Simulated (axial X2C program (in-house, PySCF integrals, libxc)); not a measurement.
**Curves of YCl⁻ by EOM-EA-CCSD**

Computed with an in-house all-electron X2C program for linear molecules (integrals from PySCF): two-component X2C with atomic mean-field Coulomb and Gaunt terms, Gaussian nuclei, basis Y dyall-acv3z, Cl dyall-av3z with contracted cores.

Energies in eV from the lowest point of the lowest state; states are followed by energy order within each Ω. Reference: YCl, 18 electrons correlated in 84 virtual spinors with an MP2 remainder; levels at this size can be off by some tenths of an eV. Masses 88.906 and 34.969 u.

```
R (Å)  (1)Ω=1/2  (1)Ω=3/2  (2)Ω=1/2  (2)Ω=3/2
2.189    0.5899    0.6183    0.6927    1.0973
2.284    0.2359    0.2670    0.3448    0.6639
2.379    0.0543    0.0885    0.1577    0.4114
2.486    0.0000    0.0375    0.0935    0.2792
2.593    0.0493    0.0886    0.1302    0.2705
2.736    0.2026    0.2399    0.2667    0.4603
```

T1 of the reference reaches 0.013 (Lee–Taylor). Curves followed by order can swap character. Number of frozen shells: Y 3 s, 2 p, 1 d; Cl 2 s, 1 p. Roots with under 60 % one-particle weight at any point are counted in the labels but not shown, and the list ends where the roots sought for some Ω run out; states that need a further excitation are missing and may lie low or lowest. Curves with a minimum but no constants failed the fit check.
